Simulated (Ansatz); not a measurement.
## Nudged elastic band run: CH9BN2

input.yaml

```yaml
crystal:
  periodic: [false, false, false]
  atoms:
    - { symbol: B, position_ang: [-0.153308, 0.303321, 0.462893] }
    - { symbol: "N", position_ang: [0.246349, -0.352721, 1.751456] }
    - { symbol: H, position_ang: [-0.418724, -1.035725, 2.090935] }
    - { symbol: H, position_ang: [1.154042, -0.798959, 1.72808] }
    - { symbol: H, position_ang: [0.70228, 0.320188, -0.408688] }
    - { symbol: H, position_ang: [-1.267389, 0.014477, 0.052072] }
    - { symbol: "N", position_ang: [-0.329325, 1.935114, 0.835251] }
    - { symbol: H, position_ang: [-0.706143, 2.429201, 0.027939] }
    - { symbol: C, position_ang: [0.914799, 2.559558, 1.305765] }
    - { symbol: H, position_ang: [1.278257, 1.947172, 2.133387] }
    - { symbol: H, position_ang: [1.642667, 2.527797, 0.492521] }
    - { symbol: H, position_ang: [0.762678, 3.593349, 1.631895] }
    - { symbol: H, position_ang: [-1.030882, 1.977829, 1.573194] }
basis:
  gaussian: { orbitals: "6-31G*" }
hamiltonian:
  xc: pbe0
neb:
  order_check: false
  images: 5
  f_tol: 0.2
  max_iterations: 60
  final_atoms:
    - { symbol: B, position_ang: [-0.0892111, 0.59717285, 0.41332158] }
    - { symbol: "N", position_ang: [-0.41409262, -0.31710784, 1.80952824] }
    - { symbol: H, position_ang: [-0.48973772, -1.31707602, 1.62888051] }
    - { symbol: H, position_ang: [0.31800371, -0.16597943, 2.50077678] }
    - { symbol: H, position_ang: [0.98731508, 0.14842542, 0.05359042] }
    - { symbol: H, position_ang: [-1.01915094, 0.30042387, -0.31579442] }
    - { symbol: "N", position_ang: [-0.09124353, 2.014048, 0.87143968] }
    - { symbol: H, position_ang: [-0.80293021, 2.58223227, 0.43221607] }
    - { symbol: C, position_ang: [1.15195331, 2.74282925, 0.98059497] }
    - { symbol: H, position_ang: [1.89093344, 2.13326618, 1.51475202] }
    - { symbol: H, position_ang: [1.61222055, 3.01502391, 0.01346421] }
    - { symbol: H, position_ang: [1.02678692, 3.67136456, 1.55684917] }
    - { symbol: H, position_ang: [-1.28554589, 0.01597797, 2.21708076] }
  initial_path:
    images:
      - { positions_ang: [[-0.153308, 0.303321, 0.462893], [0.246349, -0.352721, 1.751456], [-0.418724, -1.035725, 2.090935], [1.154042, -0.798959, 1.72808], [0.70228, 0.320188, -0.408688], [-1.267389, 0.014477, 0.052072], [-0.329325, 1.935114, 0.835251], [-0.706143, 2.429201, 0.027939], [0.914799, 2.559558, 1.305765], [1.278257, 1.947172, 2.133387], [1.642667, 2.527797, 0.492521], [0.762678, 3.593349, 1.631895], [-1.030882, 1.977829, 1.573194]] }
      - { positions_ang: [[-0.14512599, 0.22019333, 0.3002818], [0.16230016, -0.24184243, 1.79084756], [-0.56565802, -0.77989784, 2.20957784], [1.07487208, -0.47038076, 1.93517639], [0.75474846, 0.22222344, -0.50141845], [-1.24300063, 0.05229921, -0.14848591], [-0.29672089, 1.88323759, 0.76820699], [-0.85174541, 2.39184756, 0.20938456], [0.92680599, 2.50806577, 1.28511522], [1.43568116, 1.84645356, 1.87762384], [1.53382008, 2.7597046, 0.52467694], [0.73511944, 3.33544043, 1.83367377], [-0.72579542, 1.69325652, 1.59203945]] }
      - { positions_ang: [[-0.13694398, 0.13706567, 0.1376706], [0.07825132, -0.13096387, 1.83023911], [-0.71259204, -0.52407069, 2.32822068], [0.99570216, -0.14180252, 2.14227278], [0.80721691, 0.12425888, -0.59414891], [-1.21861226, 0.09012142, -0.34904382], [-0.26411679, 1.83136119, 0.70116299], [-0.99734782, 2.35449413, 0.39083013], [0.93881298, 2.45657354, 1.26446545], [1.59310533, 1.74573512, 1.62186068], [1.42497316, 2.99161221, 0.55683287], [0.70756088, 3.07753187, 2.03545253], [-0.42070883, 1.40868405, 1.61088491]] }
      - { positions_ang: [[-0.12876197, 0.053938, -0.0249406], [-0.00579752, -0.0200853, 1.86963067], [-0.85952607, -0.26824353, 2.44686352], [0.91653224, 0.18677573, 2.34936916], [0.85968537, 0.02629432, -0.68687936], [-1.19422389, 0.12794364, -0.54960174], [-0.23151268, 1.77948478, 0.63411898], [-1.14295024, 2.31714069, 0.57227569], [0.95081996, 2.4050813, 1.24381567], [1.75052949, 1.64501668, 1.36609752], [1.31612624, 3.22351981, 0.58898881], [0.68000233, 2.8196233, 2.2372313], [-0.11562225, 1.12411157, 1.62973036]] }
      - { positions_ang: [[-0.11557835, 0.23501628, 0.1211468], [-0.14189589, -0.11909281, 1.84959653], [-0.73626328, -0.61785436, 2.17420252], [0.71702273, 0.06919067, 2.39983837], [0.90222861, 0.06700469, -0.4400561], [-1.13586624, 0.18543705, -0.47166596], [-0.1847563, 1.85767252, 0.71322588], [-1.02961023, 2.40550455, 0.52558915], [1.01786441, 2.51766395, 1.15607544], [1.79733081, 1.80776651, 1.41564902], [1.41482434, 3.15402118, 0.39714727], [0.79559719, 3.10353705, 2.01043726], [-0.5055968, 0.75473371, 1.82551383]] }
      - { positions_ang: [[-0.10239473, 0.41609457, 0.26723419], [-0.27799425, -0.21810032, 1.82956239], [-0.6130005, -0.96746519, 1.90154151], [0.51751322, -0.04839438, 2.45030757], [0.94477184, 0.10771506, -0.19323284], [-1.07750859, 0.24293046, -0.39373019], [-0.13799992, 1.93586026, 0.79233278], [-0.91627022, 2.49386841, 0.47890261], [1.08490886, 2.6302466, 1.06833521], [1.84413213, 1.97051634, 1.46520052], [1.51352245, 3.08452254, 0.20530574], [0.91119205, 3.38745081, 1.78364321], [-0.89557134, 0.38535584, 2.02129729]] }
      - { positions_ang: [[-0.0892111, 0.59717285, 0.41332158], [-0.41409262, -0.31710784, 1.80952824], [-0.48973772, -1.31707602, 1.62888051], [0.31800371, -0.16597943, 2.50077678], [0.98731508, 0.14842542, 0.05359042], [-1.01915094, 0.30042387, -0.31579442], [-0.09124353, 2.014048, 0.87143968], [-0.80293021, 2.58223227, 0.43221607], [1.15195331, 2.74282925, 0.98059497], [1.89093344, 2.13326618, 1.51475202], [1.61222055, 3.01502391, 0.01346421], [1.02678692, 3.67136456, 1.55684917], [-1.28554589, 0.01597797, 2.21708076]] }
```

Launched with:

```bash
$ ansatz run input.yaml --threads 1 --pin off --max-ram 2048MiB --backend cpu --events-out ev --progress --plain --runs-dir out
```

Output, in part (warnings, iteration lines, the closing report on the highest movable image, with atoms numbered from 0):

```
NEB end point (image 0): max|allowed force component| = 2.092e-2 eV/Å (the criterion of neb.relax_end_points is 4.000e-2)
NEB end point (image 6): max|allowed force component| = 1.626e-2 eV/Å (the criterion of neb.relax_end_points is 4.000e-2)
NEB iter   1: max|band force component| = 1.441e1 eV/Å  barrier→ = 4.3240 eV  barrier← = 4.1827 eV  Δτ_max = 0.2000 Å  (171 SCF iters)
NEB iter   2: max|band force component| = 2.576e0 eV/Å  barrier→ = 2.2373 eV  barrier← = 2.0960 eV  Δτ_max = 0.2000 Å  (137 SCF iters)
NEB iter   3: max|band force component| = 1.329e0 eV/Å  barrier→ = 1.4131 eV  barrier← = 1.2718 eV  Δτ_max = 0.1974 Å  (133 SCF iters)
NEB iter   4: max|band force component| = 1.014e0 eV/Å  barrier→ = 1.0861 eV  barrier← = 0.9447 eV  Δτ_max = 0.1893 Å  (128 SCF iters)
NEB iter   5: max|band force component| = 1.173e0 eV/Å  barrier→ = 0.9310 eV  barrier← = 0.7897 eV  Δτ_max = 0.1004 Å  (128 SCF iters)
NEB iter   6: max|band force component| = 9.589e-1 eV/Å  barrier→ = 0.8406 eV  barrier← = 0.6993 eV  Δτ_max = 0.1000 Å  (119 SCF iters)
NEB iter   7: max|band force component| = 9.411e-1 eV/Å  barrier→ = 0.7040 eV  barrier← = 0.5626 eV  CI = image 3  Δτ_max = 0.2000 Å  (119 SCF iters)
NEB iter   8: max|band force component| = 5.504e-1 eV/Å  barrier→ = 0.8184 eV  barrier← = 0.6770 eV  CI = image 3  Δτ_max = 0.1948 Å  (121 SCF iters)
NEB iter   9: max|band force component| = 3.645e-1 eV/Å  barrier→ = 0.7959 eV  barrier← = 0.6546 eV  CI = image 3  Δτ_max = 0.1033 Å  (119 SCF iters)
NEB iter  10: max|band force component| = 2.728e-1 eV/Å  barrier→ = 0.7726 eV  barrier← = 0.6313 eV  CI = image 3  Δτ_max = 0.1413 Å  (116 SCF iters)
NEB iter  11: max|band force component| = 2.957e-1 eV/Å  barrier→ = 0.7622 eV  barrier← = 0.6209 eV  CI = image 3  Δτ_max = 0.0375 Å  (120 SCF iters)
NEB iter  12: max|band force component| = 1.397e-1 eV/Å  barrier→ = 0.7590 eV  barrier← = 0.6177 eV  CI = image 3  Δτ_max = 0.0000 Å  (242 SCF iters)
Total energy: -4834.04148768 eV, -177.6477480413 hartree
Atom 0 at    -0.051580     0.398120     0.360085 Å, force    -0.028209     0.017985     0.041468 eV/Å
Atom 1 at    -0.238809    -0.330855     1.780501 Å, force     0.071790     0.075657    -0.004708 eV/Å
Atom 2 at    -1.071171    -0.897216     1.903080 Å, force    -0.006335    -0.004612     0.009366 eV/Å
Atom 3 at     0.565942    -0.824505     2.152469 Å, force    -0.013089    -0.038102    -0.006441 eV/Å
Atom 4 at     1.043446     0.200329    -0.115149 Å, force     0.011691    -0.004845    -0.000576 eV/Å
Atom 5 at    -0.993558     0.172910    -0.365907 Å, force     0.011129     0.019058    -0.024316 eV/Å
Atom 6 at    -0.157872     1.848767     1.033921 Å, force     0.111571    -0.038258    -0.022716 eV/Å
Atom 7 at    -0.991974     2.359056     0.761461 Å, force    -0.024953     0.014809     0.009158 eV/Å
Atom 8 at     1.009598     2.722156     1.039012 Å, force    -0.060402    -0.033189    -0.027564 eV/Å
Atom 9 at     1.863469     2.176808     1.452530 Å, force    -0.005040    -0.017065    -0.005735 eV/Å
Atom 10 at     1.285030     3.047872     0.027568 Å, force    -0.006011     0.002333     0.008379 eV/Å
Atom 11 at     0.839071     3.610175     1.658655 Å, force    -0.003599     0.003561     0.006445 eV/Å
Atom 12 at    -0.306293     0.936985     1.988474 Å, force    -0.058543     0.002668     0.017242 eV/Å
Dipole moment:    -0.072952     0.111002     0.470162 e Å
```

The forces met the threshold. The threshold of 0.2 eV/Å is loose, so the images may lie well off the minimum-energy path. Another band between the same ends (5 images) ends at a top of the same energy, where a vibrational analysis finds 1 clearly imaginary mode. The orbitals stay closed-shell, which can raise the energy where a bond breaks towards radicals; this wasn't checked here.

Final band (atoms are numbered from 1 in the order of the input):

| image | path coordinate (Å) | energy (eV) | N7–H13 (Å) | N2–H13 (Å) |
| --- | --- | --- | --- | --- |
| 0 | 0.00 | 0.00 | 1.02 | 2.66 |
| 1 | 0.94 | 0.04 | 1.02 | 2.42 |
| 2 | 1.87 | 0.08 | 1.02 | 2.20 |
| 3 | 2.81 | 0.76 | 1.33 | 1.29 |
| 4 | 3.56 | 0.22 | 2.11 | 1.02 |
| 5 | 4.30 | 0.16 | 2.45 | 1.02 |
| 6 | 5.05 | 0.14 | 2.69 | 1.02 |

Time of the run: 3.5 min on 1 thread of Arm Neoverse V2, on a shared host, peak memory 0.15 GiB.
